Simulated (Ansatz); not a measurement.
A nudged elastic band was laid between two geometries of AlFH3NOSi (8 atoms, charge 0, multiplicity 1).

Method: Ansatz, UKS B3LYP-D4/def2-SVP.

```json
{
  "movable images": "7",
  "climbing image": "yes",
  "spring": "5.0 eV/Å²",
  "optimiser": "quadratic models (default)",
  "start path": "through a guess of the saddle point",
  "force threshold": "0.2 eV/Å",
  "iteration limit": "60",
  "end points": "relaxed"
}
```

First end point:

```xyz
8
Properties=species:S:1:pos:R:3
F -1.279 1.502 1.242
Si -0.316 0.982 0.042
N 0.848 -0.214 0.546
Al 0.011 -1.399 -0.525
O -1.095 -0.103 -0.965
H 0.178 2.206 -0.621
H 1.611 -0.142 1.207
H 0.133 -2.890 -0.981
```

Last end point:

```xyz
8
Properties=species:S:1:pos:R:3
F -1.502 0.888 0.914
Si -0.231 0.572 -0.055
N 1.093 -0.191 0.689
Al 1.300 -1.988 0.223
O -0.690 -0.689 -1.064
H 0.014 1.843 -0.773
H 1.728 0.328 1.291
H -1.620 -0.820 -1.282
```

(1) What changes between the two ends?

(2) Give the energies along the band, and the barrier.

(3) What is the geometry of the highest image?

Answers

(1) Bonds broken: Al4–O5, Al4–H8. Bonds formed: O5–H8.

(2) It converged. The highest image is number 4 of 0 to 8, 2.97 eV above the first end and 2.10 eV above the last; the last end lies 0.88 eV above the first. The threshold of 0.2 eV/Å is loose, so the images may lie well off the minimum-energy path. Neighbouring images differ by up to 1.3 eV, so the band resolves the path poorly. Another band between the same ends (7 images) ends at a top of the same energy, where a vibrational analysis finds 1 clearly imaginary mode. The orbitals stay closed-shell, which can raise the energy where a bond breaks towards radicals; this wasn't checked here.

```
image  path coordinate (Å)  energy (eV)  Al4–O5 (Å)  Al4–H8 (Å)  O5–H8 (Å)
    0                 0.00         0.00        1.76        1.56       3.04
    1                 0.58         0.10        1.76        1.56       2.94
    2                 1.16         0.57        1.75        1.54       2.62
    3                 1.74         1.74        1.78        1.55       2.09
    4                 2.31         2.97        1.92        1.67       1.47
    5                 2.78         1.69        2.11        2.00       1.02
    6                 3.25         1.07        2.28        2.54       0.97
    7                 3.72         0.91        2.33        2.98       0.97
    8                 4.19         0.88        2.70        3.49       0.96
```

(3) 
```xyz
8
Properties=species:S:1:pos:R:3
F -1.381 1.080 1.067
Si -0.235 0.778 -0.044
N 1.070 -0.174 0.590
Al 0.591 -1.636 -0.380
O -0.687 -0.421 -1.146
H 0.048 2.086 -0.678
H 1.693 0.049 1.359
H -1.007 -1.818 -0.824
```

Run time: 3.9 min on 2 threads of Arm Neoverse V1, with other jobs on the host, peak memory 0.28 GiB.
